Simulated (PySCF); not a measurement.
Isomers of C4H12O2SSi2, one GFN2-xTB conformer each. Single-point energies are computed at PBE0/pcSseg-1 (PySCF, gas phase, no added dispersion term), electronic only.

| SMILES | GFN2-xTB relative energy (kcal/mol) |
| --- | --- |
| CO[Si@@H](O)/C=C/[SiH2]SC | 53.3 |
| CS[Si@@H](O)O[C@@H]1[SiH2][C@H]1C | 51.7 |
| CS[Si@@H](O)O[C@H]1[SiH2][C@@H]1C | 53.5 |
| CS[C@@H]1CCO[Si@H]1O[SiH3] | 0.0 |
| C[Si@@H](/C=C/[S@@](C)=O)O[SiH3] | 67.5 |
| C=C([Si@@H](O)C[SiH3])[S@@](C)=O | 103.3 |

Conformers: `[CH3:1][O:2][Si@@H:3]([OH:4])/[CH:5]=[CH:6]/[SiH2:7][S:8][CH3:9]` with C1–O2–Si3–O4 60°, O2–Si3–O4–H 67°, O2–Si3–C5–C6 -153°, C5–C6–Si7–S8 -94°, C6–Si7–S8–C9 57°; `[CH3:1][S:2][Si@@H:3]([OH:4])[O:5][C@@H:6]1[SiH2:7][C@H:8]1[CH3:9]` with C1–S2–Si3–O4 -167°, S2–Si3–O4–H -39°, S2–Si3–O5–C6 -164°, Si3–O5–C6–Si7 56°; `[CH3:1][S:2][Si@@H:3]([OH:4])[O:5][C@H:6]1[SiH2:7][C@@H:8]1[CH3:9]` with C1–S2–Si3–O4 48°, S2–Si3–O4–H 91°, S2–Si3–O5–C6 52°, Si3–O5–C6–Si7 115°; `[CH3:1][S:2][C@@H:3]1[CH2:4][CH2:5][O:6][Si@H:7]1[O:8][SiH3:9]` with C1–S2–C3–C4 177°, O6–Si7–O8–Si9 -72°, S2–C3–C4–C5 -159°, C3–C4–C5–O6 35°, C4–C5–O6–Si7 -16°, C5–O6–Si7–O8 -123°; `[CH3:1][Si@@H:2](/[CH:3]=[CH:4]/[S@@:5]([CH3:6])=[O:7])[O:8][SiH3:9]` with C1–Si2–C3–C4 115°, C3–C4–S5–C6 -111°, C1–Si2–O8–Si9 -113°; `[CH2:1]=[C:2]([Si@@H:3]([OH:4])[CH2:5][SiH3:6])[S@@:7]([CH3:8])=[O:9]` with C1–C2–Si3–O4 178°, C2–Si3–O4–H -24°, C2–Si3–C5–Si6 42°, C1–C2–S7–C8 104°.

Question: What does PBE0/pcSseg-1 give for the same structures?

Answer: 
```
                           SMILES  PBE0/pcSseg-1 E (Eh)  PBE0/pcSseg-1 (kcal/mol)  GFN2-xTB (kcal/mol)  point group
       CS[C@@H]1CCO[Si@H]1O[SiH3]           -1286.56930                       0.0                  0.0           C1
        CO[Si@@H](O)/C=C/[SiH2]SC           -1286.54252                      16.8                 53.3           C1
CS[Si@@H](O)O[C@H]1[SiH2][C@@H]1C           -1286.51897                      31.6                 53.5           C1
CS[Si@@H](O)O[C@@H]1[SiH2][C@H]1C           -1286.51295                      35.4                 51.7           C1
 C[Si@@H](/C=C/[S@@](C)=O)O[SiH3]           -1286.47299                      60.4                 67.5           C1
 C=C([Si@@H](O)C[SiH3])[S@@](C)=O           -1286.44769                      76.3                103.3           C1
```

Both levels put the same isomer lowest; measured from each level's own lowest isomer, the values differ by up to 36.5 kcal/mol (CO[Si@@H](O)/C=C/[SiH2]SC: 53.3 against 16.8). As drawn, the highest has an O–H bond, an S=O bond and a C=C bond outside aromatic rings, which the lowest lacks. CS[Si@@H](O)O[C@H]1[SiH2][C@@H]1C and CS[Si@@H](O)O[C@@H]1[SiH2][C@H]1C are stereoisomers, 3.8 kcal/mol apart in the conformers taken.

Question: Which frontier levels, dipoles and rotational constants go with these structures?

Answer: 
```
                           SMILES  HOMO (eV, PBE0/pcSseg-1)  LUMO (eV)  dipole (D)       A, B, C (MHz)
       CS[C@@H]1CCO[Si@H]1O[SiH3]                     -6.13       0.14        1.45  1259, 730.1, 489.8
        CO[Si@@H](O)/C=C/[SiH2]SC                     -6.73      -1.18        2.34  1811, 389.2, 361.7
CS[Si@@H](O)O[C@H]1[SiH2][C@@H]1C                     -6.54       0.09        0.95  1837, 471.5, 429.5
CS[Si@@H](O)O[C@@H]1[SiH2][C@H]1C                     -6.47       0.17        1.39  1946, 517.6, 477.9
 C[Si@@H](/C=C/[S@@](C)=O)O[SiH3]                     -6.79      -0.81        3.17  1410, 490.9, 391.4
 C=C([Si@@H](O)C[SiH3])[S@@](C)=O                     -7.11      -1.21        3.95  1569, 639.6, 555.6
```
